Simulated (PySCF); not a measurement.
Bond length, frequency and bond energy of BiP by level of theory

State: ¹Σ⁺ (singlet), closed shell. Set-up: basis Bi cc-pVDZ-PP with ECP60, P cc-pV(D+d)Z; scalar-relativistic core potentials; PySCF 2.14. De refers to Bi + P in their high-spin ground configurations, without counterpoise correction. A positive dipole means Bi(−)P(+).

```
      Level  Re (Å)  ωe (cm⁻¹)  De (eV)  μ (D)
        RHF   2.236        544    -0.54  -2.17
    RHF-MP2   2.366        375     2.61    n/a
RHF-SCS-MP2   2.356        389     2.49    n/a
   RHF-CCSD   2.309        457     1.95    n/a
RHF-CCSD(T)   2.334        426     2.34    n/a
        PBE   2.309        455     3.47  -1.97
     r²SCAN   2.289        475     2.85  -2.07
      M06-L   2.298        472     3.70  -2.53
       PBE0   2.273        491     2.87  -2.08
    r²SCAN0   2.264        501     2.43  -2.07
        M06   2.296        474     4.04  -2.40
```

(1) Which functional lies closest to RHF-CCSD(T) in De, which farthest, and by how much do they differ from it?

(2) What does a quarter of exact exchange do here, going from PBE to PBE0?

(3) What does the step from GGA to meta-GGA do here, going from PBE to r²SCAN?

Correlated steps freeze 9 core orbitals. Correlated levels converge slowly with the basis: in double zeta they bind strong bonds too weakly, by up to about 1 eV, and carry superposition errors of some tenths. Spin–orbit coupling is left out, which matters for elements this heavy, above all for dissociation energies. Where the molecule has an RHF reference, its open-shell atoms are computed with UHF. A negative De means that the minimum lies above the separated atoms at that level.

The whole job (state search and all levels along the bond) took about 2.1 min on 1 thread of Intel Xeon Platinum 8375C @ 2.90GHz (shared host), peak memory 0.53 GiB.

Results:

(1) Closest is r²SCAN0 (-7.0 pm in Re, +17.6 % in ωe, +0.09 eV in De against RHF-CCSD(T) in the same basis), farthest M06 (-3.8 pm in Re, +11.3 % in ωe, +1.70 eV in De). CCSD(T) converges more slowly with the basis than the functionals do and binds too weakly in this one, so the order can change at the basis-set limit.

(2) PBE0 less PBE: -3.6 pm in Re, +7.9 % in ωe, -0.60 eV in De. Exact exchange removes part of the self-interaction that spreads semilocal densities, and in most molecules shortens and stiffens the bond and lowers De; so it does here.

(3) r²SCAN less PBE: -2.0 pm in Re, +4.4 % in ωe, -0.62 eV in De.
